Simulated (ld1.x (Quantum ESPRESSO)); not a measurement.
## Transferability test, PAW potential for Zr

- Element: Zr
- Generator: ld1.x (Quantum ESPRESSO) 7.5
- Type: PAW
- Functional: BP86
- Relativity: fully relativistic
- Frozen core: [Ar] 3d10
- Valence charge: 12
- Reference configuration: 4s2 4p6 4d2 5s2 5p0
- Partial waves: 4s (bound): rcut 2.00, rcutus 2.15 bohr; 5s (bound): rcut 2.00, rcutus 2.15 bohr; 4p (bound): rcut 1.80, rcutus 2.00 bohr; 5p (bound, empty): rcut 1.80, rcutus 2.00 bohr; 4d (bound): rcut 1.80, rcutus 2.05 bohr; 4d channel at 3.25 Ry: rcut 1.80, rcutus 2.05 bohr
- Local potential: all-electron potential smoothed inside 1.80 bohr (lloc = -1)
- Core correction: a·sin(br)/r model core, default radius (ld1.x builds one for every PAW set, though the input has nlcc=.false.)
- Augmentation charge: BESSEL, radius 1.45 bohr

Open shells are filled in proportion to 2j + 1 (rel_dist='average').

Energies are relative to the spin-unpolarised reference configuration 4s2 4p6 4d2 5s2 5p0; without spin polarisation the order of configurations can differ from experiment. The frozen-core shift is the all-electron ΔE with the core orbitals held at their reference shape minus the fully relaxed ΔE.

```
  valence configuration  charge  ΔE all-electron (eV)  error AE − PS (meV)  frozen-core shift (meV)
    4s2 4p6 4d2 5s1 5p0      +1                 7.314                 +0.1                      0.0
    4s2 4p6 4d2 5s0 5p0      +2                20.415                 +0.7                     +0.1
    4s2 4p6 4d1 5s0 5p0      +3                43.092                 -9.7                     +1.3
4s2 4p6 4d2.5 5s1.5 5p0       0                 0.528                 -1.3                     +0.1
    4s2 4p6 4d1 5s2 5p0      +1                 7.787                 -5.4                     +0.2
    4s2 4p6 4d2 5s0 5p2       0                 6.293                 +2.3                      0.0
```

Problem. What are ΔE and the potential's error for 4s1 4p6 4d2 5s2 5p0?

Solution. ΔE = 60.630 eV all-electron; the error (AE − PS) is -37 meV.

Levels in the configuration 4s2 4p6 4d2 5s0 5p2:

```
   level  all-electron (eV)  pseudo (eV)
4s j=1/2            -56.960      -56.952
4p j=1/2            -36.112      -36.106
4p j=3/2            -34.329      -34.323
4d j=3/2             -5.808       -5.806
4d j=5/2             -5.668       -5.666
5p j=1/2             -2.721       -2.722
5p j=3/2             -2.599       -2.600
```

ld1.x printed “convergence not achieved” for 7 of the counted tests; their residual had stalled under 1e-8, short of the target of 1e-14.

The ghost test of this file was not conclusive.
